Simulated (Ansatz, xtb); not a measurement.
**Ligand exchange: C2H6OSi + SiH3(SiH3) → C2H8OSi2 + SiH4**

Gas-phase species: C2H6OSi `C=C[SiH2]O`, singlet; SiH3(SiH3) (disilane), singlet; C2H8OSi2 `C=C[SiH2]O[SiH3]`, singlet; SiH4 (silane) `[SiH4]`, singlet. The partners trade H for SiH3: O–H and Si–SiH3 bonds give way to O–SiH3 and Si–H.

Shapes, held fixed at every level: PBE0-D4/def2-TZVP. Flexible molecules stand in one conformer, not always the lowest. Programs: Ansatz 0.2.0, xtb 6.7.1. The zero-point and thermal change to 298 K, harmonic and unscaled (PBE0-D4/def2-TZVP), is -3.1 kJ/mol.

| level | kind | ΔH(298 K) (kJ/mol) | less CCSD(T)/CBS estimate |
| --- | --- | --- | --- |
| GFN1-xTB | semi-empirical | -272.2 | -164.6 |
| HF/def2-TZVPP | Hartree–Fock | -132.4 | -24.8 |
| r2SCAN-D4/def2-TZVPP | meta-GGA | -99.3 | +8.3 |
| BHLYP-D4/def2-TZVPP | global hybrid | -120.6 | -13.0 |
| r2SCAN0-D4/def2-TZVPP | global hybrid | -102.9 | +4.7 |
| B2PLYP/def2-TZVPP | double hybrid | -110.5 | -2.9 |
| MP2/def2-SVP | perturbation theory | -110.1 | -2.5 |
| MP2/def2-TZVPP | perturbation theory | -114.9 | -7.3 |
| CCSD(T)/CBS estimate | coupled cluster or CI | -107.6 | 0.0 |

The highest level, CCSD(T)/CBS estimate, gives ΔH(298 K) = -107.6 kJ/mol; the levels span -272.2 to -99.3. GFN1-xTB strays far from the other rows. The column of differences is taken from that level and isn't an error. No measured value is set beside it here. The CBS estimate extrapolates MP2 from def2-TZVPP and def2-QZVPP and adds CCSD(T) − MP2 in the triple-zeta set, cores frozen.
